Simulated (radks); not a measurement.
Q: Species: the zirconium ion Zr3+. Configuration: [Kr] 4d0.5 5d0.5 (fractional occupations, a model configuration). Method: Dirac Kohn-Sham, PW91, spin-unpolarised, spherical densities, point nucleus; open shells are shared between the two j in proportion to 2j + 1; computed with a radial shooting solver on a logarithmic mesh with Libxc functionals.

Spin-orbit splittings of the eigenvalues, e(l+1/2) - e(l-1/2), with zeta = 2 splitting/(2l+1) and mean radii in bohr:

shell  occ.  splitting (eV)  zeta (eV)  <r> j=l-1/2  <r> j=l+1/2
2p        6           85.90      57.27       0.1386       0.1430
3p        6           13.69      9.124       0.4548       0.4653
3d       10               ?          ?       0.4501       0.4537
4p        6           1.882      1.255        1.312        1.339
4d      0.5          0.2007    0.08030        1.778        1.789
5d      0.5         0.04012    0.01605        4.532        4.546

Estimate the 3d splitting.

A: 2.502 eV (zeta = 1.001 eV).
